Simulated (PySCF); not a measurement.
H$_{5}$AsGeO$_{3}$ (SMILES [OH][Ge]([OH])([OH])[AsH2]), singlet, at a GFN2-xTB geometry, atoms displaced at random by about 0.08 Å a coordinate; PBE0/STO-3G, gradient (PySCF).

Input for PySCF:
```python
from pyscf import gto, scf, dft

mol = gto.Mole()
mol.atom = '''
    O    -1.04989055   -0.15226626    1.83871208
    Ge   -0.62359518    0.06771640    0.22204633
    O    -1.20468939    1.67081194   -0.53364318
    O    -1.84344183   -1.18328166   -0.50811255
    As    1.52146193   -0.22202906   -0.67456305
    H    -0.75857099    0.62020243    2.41023799
    H    -2.15486036    1.70312263   -0.54657369
    H    -2.20363352   -1.73031274    0.16356712
    H     1.89821242   -1.26522313    0.78920073
    H     2.10530188    1.02028821    0.42719616
'''
mol.basis = 'sto-3g'
mol.verbose = 4
mol.build()

mf = dft.RKS(mol)
mf.xc = 'pbe0'
mf.grids.level = 5
mf.kernel()
g = mf.nuc_grad_method()
g.grid_response = True
grad = g.kernel()
```

It wrote (shortened):

```
PySCF version 2.14.0

[INPUT] verbose = 4
[INPUT] num. atoms = 10
[INPUT] num. electrons = 94
[INPUT] charge = 0
[INPUT] spin (= nelec alpha-beta = 2S) = 0
[INPUT] symmetry False subgroup None
[INPUT] Mole.unit = angstrom
[INPUT] Symbol           X                Y                Z      unit          X                Y                Z       unit  Magmom
[...]
nuclear repulsion = 714.305088529087
number of shells = 30
number of NR pGTOs = 168
number of NR cGTOs = 56
basis = sto-3g
ecp = {}

******** <class 'pyscf.dft.rks.RKS'> ********
method = RKS
initial guess = minao
damping factor = 0
level_shift factor = 0
DIIS = <class 'pyscf.scf.diis.CDIIS'>
diis_start_cycle = 1
diis_space = 8
diis_damp = 0
SCF conv_tol = 1e-09
SCF conv_tol_grad = None
SCF max_cycles = 50
direct_scf = True
direct_scf_tol = 1e-13
XC library pyscf.dft.libxc version 7.1.2
    S. Lehtola, C. Steigemann, M. J. T. Oliveira, and M. A. L. Marques,  SoftwareX 7, 1–5 (2018)
XC functionals = pbe0
    C. Adamo and V. Barone,  J. Chem. Phys. 110, 6158 (1999)
    M. Ernzerhof and G. E. Scuseria,  J. Chem. Phys. 110, 5029 (1999)
radial grids:
    Treutler-Ahlrichs [JCP 102, 346 (1995); DOI:10.1063/1.469408] (M4) radial grids

becke partition: Becke, JCP 88, 2547 (1988); DOI:10.1063/1.454033
pruning grids: <function nwchem_prune>
grids dens level: 5
symmetrized grids: False
atomic radii adjust function: <function treutler_atomic_radii_adjust>
small_rho_cutoff = 0
Set gradient conv threshold to 3.16228e-05
Initial guess from minao.
tot grids = 336112
init E= -4483.58276858155
[...]
cycle= 1 E= -4488.09832645504  delta_E= -4.52  |g|= 0.917  |ddm|= 3.78
[...]
cycle= 2 E= -4488.1853628986  delta_E= -0.087  |g|= 0.778  |ddm|= 2.98
[...]
cycle= 3 E= -4488.47224152115  delta_E= -0.287  |g|= 0.152  |ddm|= 1.71
[...]
cycle= 4 E= -4488.48124636647  delta_E= -0.009  |g|= 0.0482  |ddm|= 0.321
[...]
cycle= 5 E= -4488.48204365496  delta_E= -0.000797  |g|= 0.0117  |ddm|= 0.0913
[...]
cycle= 6 E= -4488.48209002332  delta_E= -4.64e-05  |g|= 0.00273  |ddm|= 0.0228
[...]
cycle= 7 E= -4488.48209274676  delta_E= -2.72e-06  |g|= 0.000992  |ddm|= 0.0061
[...]
cycle= 8 E= -4488.48209312693  delta_E= -3.8e-07  |g|= 4.94e-05  |ddm|= 0.00181
[...]
cycle= 9 E= -4488.48209312863  delta_E= -1.71e-09  |g|= 2.35e-05  |ddm|= 0.000208
[...]
cycle= 10 E= -4488.48209312887  delta_E= -2.34e-10  |g|= 7.62e-06  |ddm|= 5.77e-05
[...]
Extra cycle  E= -4488.48209312887  delta_E= -4.55e-12  |g|= 8.44e-06  |ddm|= 3.06e-05
converged SCF energy = -4488.48209312887

******** <class 'pyscf.grad.rks.Gradients'> for <class 'pyscf.dft.rks.RKS'> ********
unit = Eh/Bohr
grid_response = True
--------------- RKS gradients ---------------
         x                y                z
0 O     0.0009975807    -0.0000639117    -0.0046518561
1 Ge     0.0655734957     0.0051983508     0.0436597392
2 O    -0.1019239769     0.0273470437    -0.0152609535
3 O    -0.0671007871    -0.0881278552     0.0711298719
4 As    -0.0437936387    -0.0070847936    -0.1306629403
5 H    -0.0028851251    -0.0030774389    -0.0019819947
6 H     0.0794574402     0.0101760526    -0.0055034419
7 H     0.0283989720     0.0488578951    -0.0828074616
8 H     0.0169554777    -0.0400685381     0.0721636170
9 H     0.0243205616     0.0468431955     0.0539154198
----------------------------------------------
```
